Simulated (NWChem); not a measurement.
System: CH3Mg cation; SMILES [Mg+][CH3]

```xyz
5

Mg     0.0000     0.0000    -0.9494
C      0.0000     0.0000     1.1488
H      0.7405     0.7405     1.4581
H      0.2710    -1.0115     1.4581
H     -1.0115     0.2710     1.4581
```
Atoms are numbered in this order, from 1.

Results from NWChem. Pople sets run with spherical d functions. Structure relaxed at the B3LYP/6-31G* (spherical d) level. B3LYP is NWChem's, with the RPA form of VWN correlation. Vzz is the largest principal value of the second derivative of the potential at the nucleus (NWChem prints the opposite sign); η is the asymmetry. Non-relativistic.

For level B3LYP/def2-SVP:

| Property | Value |
|---|---|
| Vzz Mg1 (a.u.) | -0.203 |

Question: Estimate the same quantities for level B3LYP/6-31G*.

Answer: 
| Quantity | Value |
|---|---|
| Vzz Mg1 (a.u.) | -0.138 |
